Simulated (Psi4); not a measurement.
Computed with SAPT0/jun-cc-pVDZ, frozen core (Psi4 1.11).

Psi4 input:

```
molecule {
0 1
C 0.00000206 0.00000091 -0.00000136
H 0.93467659 -0.55910526 -0.00432860
H 0.16349214 0.98393228 -0.43747776
H -0.35120947 0.11215614 1.02484498
H -0.74696132 -0.53698407 -0.58303726
--
0 1
F -4.61982788 0.96296010 1.38616849
C -4.29767572 -0.26895724 0.96855928
F -4.71928275 -1.15222421 1.88410793
F -2.96300136 -0.35283917 0.87927554
H -4.75752357 -0.47453390 0.00170344
units angstrom
symmetry c1
no_reorient
no_com
}
set basis jun-cc-pvdz
set scf_type df
set freeze_core true
energy('sapt0')
```

Part of the output:

```
    SAPT Results
  --------------------------------------------------------------------------------------------------------
    Electrostatics                 -0.62698646 [mEh]      -0.39343994 [kcal/mol]      -1.64615272 [kJ/mol]
      Elst10,r                     -0.62698646 [mEh]      -0.39343994 [kcal/mol]      -1.64615272 [kJ/mol]

    Exchange                        2.43521033 [mEh]       1.52811755 [kcal/mol]       6.39364383 [kJ/mol]
      Exch10                        2.43521033 [mEh]       1.52811755 [kcal/mol]       6.39364383 [kJ/mol]
      Exch10(S^2)                   2.43207446 [mEh]       1.52614976 [kcal/mol]       6.38541060 [kJ/mol]

    Induction                      -0.18385770 [mEh]      -0.11537245 [kcal/mol]      -0.48271834 [kJ/mol]
      Ind20,r                      -0.69320111 [mEh]      -0.43499026 [kcal/mol]      -1.81999926 [kJ/mol]
      Exch-Ind20,r                  0.66843232 [mEh]       0.41944762 [kcal/mol]       1.75496883 [kJ/mol]
      delta HF,r (2)               -0.15908892 [mEh]      -0.09982980 [kcal/mol]      -0.41768790 [kJ/mol]

    Dispersion                     -1.00585781 [mEh]      -0.63118531 [kcal/mol]      -2.64087933 [kJ/mol]
      Disp20                       -1.13598101 [mEh]      -0.71283885 [kcal/mol]      -2.98251774 [kJ/mol]
      Exch-Disp20                   0.13012320 [mEh]       0.08165354 [kcal/mol]       0.34163841 [kJ/mol]
      Disp20 (SS)                  -0.56799051 [mEh]      -0.35641942 [kcal/mol]      -1.49125887 [kJ/mol]
      Disp20 (OS)                  -0.56799051 [mEh]      -0.35641942 [kcal/mol]      -1.49125887 [kJ/mol]
      Exch-Disp20 (SS)              0.06759254 [mEh]       0.04241496 [kcal/mol]       0.17746419 [kJ/mol]
      Exch-Disp20 (OS)              0.06253066 [mEh]       0.03923858 [kcal/mol]       0.16417423 [kJ/mol]

  Total HF                          1.62436616 [mEh]       1.01930516 [kcal/mol]       4.26477278 [kJ/mol]
  Total SAPT0                       0.61850835 [mEh]       0.38811985 [kcal/mol]       1.62389345 [kJ/mol]
```
